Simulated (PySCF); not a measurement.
**Dipole response of Br³⁺ (bromine, charge +3)**

[Ar] 3d10 4s2 4p2, high-spin 3P determinant. Calculation: PySCF 2.14, in def2-QZVPPD (12s8p5d4f1g, 98 functions); the non-relativistic Hamiltonian (point nucleus). Coupled (time-dependent) response in atomic units; α is the mean over directions.

| method | mean α (bohr³) | α xx, yy, zz | C₆ (like pair) | S(−4) |
| --- | --- | --- | --- | --- |
| wB97X-V | 6.269 | 6.575, 6.116, 6.116 | 23.94 | 11.43 |

S(−4) is the Cauchy moment in α(ω) = α(0) + S(−4) ω² + …

Spin-orbit coupling is absent.

α(iu) at wB97X-V:

```
u (hartree)  α(iu) (bohr³)
          0          6.269
     0.0500          6.241
      0.100          6.157
      0.200          5.849
      0.300          5.408
      0.500          4.393
      0.750          3.268
       1.00          2.449
       1.50          1.497
       2.00          1.022
       3.00         0.5937
       5.00         0.3055
```

For an ion, C₆ is the dispersion term alone; charge-induced terms of lower order in 1/R come first.

The components differ because the open shell of this determinant is not spherical; for a pure term their mean is the scalar polarisability.
